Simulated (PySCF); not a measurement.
**Electronic structure of Nd (neodymium, neutral) at the LDA level**

Configuration: [Xe] 4f3 5d1 6s2, one real determinant (an excited configuration). Calculation: PySCF 2.14, in cc-pVDZ-X2C (8s7p5d3f1g, 84 functions); the spin-free X2C one-electron Hamiltonian (Gaussian nucleus).

```
Total energy                                                  : -9615.48 hartree
One-electron energy                                           : -13124.46 hartree
Hartree (Coulomb) energy                                      : 3726.28 hartree
Exchange-correlation energy                                   : -217.30 hartree
⟨S²⟩                                                          : 6.0028
⟨L²⟩                                                          : 40.140
Sum of ⟨r⟩                                                    : 44.62 bohr
Sum of ⟨r²⟩                                                   : 88.06 bohr²
Traceless quadrupole moment −½Σ⟨3z² − r²⟩ along its main axis : -0.803 e·bohr²
Langevin diamagnetic susceptibility                           : -69.7 ×10⁻⁶ cm³/mol
```

| shell | electrons | mean orbital energy (hartree) | spread (hartree) | rms radius, mean of both spins (bohr) |
| --- | --- | --- | --- | --- |
| 1s α | 1 | -1589.60235 | 0 | 0.0270 |
| 1s β | 1 | -1589.60202 | 0 | 0.0270 |
| 2s α | 1 | -257.39477 | 0 | 0.109 |
| 2s β | 1 | -257.39218 | 0 | 0.109 |
| 2p α | 3 | -230.58909 | 0.00324 | 0.0978 |
| 2p β | 3 | -230.58704 | 0.00398 | 0.0978 |
| 3s α | 1 | -56.09504 | 0 | 0.285 |
| 3s β | 1 | -56.06122 | 0 | 0.285 |
| 3p α | 3 | -47.60498 | 0.01263 | 0.284 |
| 3p β | 3 | -47.57142 | 0.01522 | 0.284 |
| 3d α | 5 | -35.62297 | 0.01243 | 0.262 |
| 3d β | 5 | -35.59594 | 0.01790 | 0.262 |
| 4s α | 1 | -11.37420 | 0 | 0.645 |
| 4s β | 1 | -11.28746 | 0 | 0.645 |
| 4p α | 3 | -8.57485 | 0.01968 | 0.684 |
| 4p β | 3 | -8.48812 | 0.02651 | 0.684 |
| 4d α | 5 | -4.55386 | 0.02193 | 0.759 |
| 4d β | 5 | -4.46770 | 0.03854 | 0.759 |
| 5s α | 1 | -1.62845 | 0 | 1.53 |
| 5s β | 1 | -1.57172 | 0 | 1.53 |
| 5p α | 3 | -0.92852 | 0.01398 | 1.80 |
| 5p β | 3 | -0.88040 | 0.02813 | 1.80 |
| 4f α | 3 | -0.30241 | 0.01621 | 1.12 |
| 6s α | 1 | -0.15265 | 0 | 4.47 |
| 6s β | 1 | -0.13974 | 0 | 4.47 |
| 5d α | 1 | -0.12438 | 0 | 3.07 |

⟨L²⟩ = 40.14 against 72 for a pure L term, so this real determinant mixes terms. Spin-orbit coupling, absent here, splits the open shell strongly.

Densities and radii are taken from the X2C orbitals without a picture-change correction, which distorts them close to the nucleus.
